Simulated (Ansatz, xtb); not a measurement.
# Relative energy of two isomers of AlH4OSi2

We compare I, `[O]1[Al][SiH2][SiH2]1`, a doublet, with II, `[O]1[AlH][SiH][SiH2]1`, a doublet. Both are isolated molecules in the gas phase, relaxed with r2SCAN-D4/def2-SVP.

Quicker runs give these differences E(II) − E(I): GFN2-xTB −56.8 kJ/mol; HF/STO-3G −0.4 kJ/mol (at GFN2-xTB geometries); r2SCAN-D4/def2-SVP//GFN2-xTB +19.7 kJ/mol.

**Question.** Which of the two would you expect CCSD(T)/def2-SVP + ΔMP2/def2-TZVPP electronic energies to favour?

**Answer.** Structure I; the calculation gives E(II) − E(I) = +19.9 kJ/mol.

Level by level:

```json
{"level": "GFN2-xTB", "geometry": "GFN2-xTB", "E(II) − E(I) (kJ/mol)": "−56.8", "departure from the last row (kJ/mol)": "−76.7", "job, with rough time for the two": "optimisation, 0.46 s"}
{"level": "HF/STO-3G", "geometry": "GFN2-xTB", "E(II) − E(I) (kJ/mol)": "−0.4", "departure from the last row (kJ/mol)": "−20.3", "job, with rough time for the two": "single point, 0.82 s"}
{"level": "r2SCAN-D4/def2-SVP//GFN2-xTB", "geometry": "GFN2-xTB", "E(II) − E(I) (kJ/mol)": "+19.7", "departure from the last row (kJ/mol)": "−0.3", "job, with rough time for the two": "single point, 7.5 s"}
{"level": "r2SCAN-D4/def2-SVP", "geometry": "r2SCAN-D4/def2-SVP", "E(II) − E(I) (kJ/mol)": "+14.8", "departure from the last row (kJ/mol)": "−5.2", "job, with rough time for the two": "optimisation, 1.7 min"}
{"level": "HF/def2-SVP", "geometry": "r2SCAN-D4/def2-SVP", "E(II) − E(I) (kJ/mol)": "+13.1", "departure from the last row (kJ/mol)": "−6.9", "job, with rough time for the two": "part of the CCSD(T) run"}
{"level": "MP2/def2-SVP", "geometry": "r2SCAN-D4/def2-SVP", "E(II) − E(I) (kJ/mol)": "+15.9", "departure from the last row (kJ/mol)": "−4.0", "job, with rough time for the two": "part of the CCSD(T) run"}
{"level": "CCSD(T)/def2-SVP", "geometry": "r2SCAN-D4/def2-SVP", "E(II) − E(I) (kJ/mol)": "+18.2", "departure from the last row (kJ/mol)": "−1.8", "job, with rough time for the two": "single point"}
{"level": "CCSD(T)/def2-SVP + ΔMP2/def2-TZVPP", "geometry": "r2SCAN-D4/def2-SVP", "E(II) − E(I) (kJ/mol)": "+19.9", "departure from the last row (kJ/mol)": "", "job, with rough time for the two": "single point, 38 s"}
```

As drawn, II has 1 Al–H in place of 1 Si–H.

GFN2-xTB puts the two in the other order. HF/STO-3G finds them nearly level. The largest departure from CCSD(T)/def2-SVP + ΔMP2/def2-TZVPP is that of GFN2-xTB, 76.7 kJ/mol. The last row adds to CCSD(T) the change of the MP2 difference between the two basis sets, here +1.8 kJ/mol.

With harmonic frequencies from r2SCAN-D4/def2-SVP (ideal gas, rigid rotor, one conformer each, 298.15 K, 1 atm): on the last row, ΔE + ΔZPE = +16.9, ΔH = +17.2, ΔG = +16.8 kJ/mol.

Open shells are spin-unrestricted. The correlated steps freeze 16 core orbitals. Mirror images aren't counted in ΔG. Run with Ansatz 0.2.0, xtb 6.7.1; the last row on 2 threads of Intel(R) Xeon(R) Platinum 8259CL CPU @ 2.50GHz (Skylake/Cascade Lake) on a shared host.
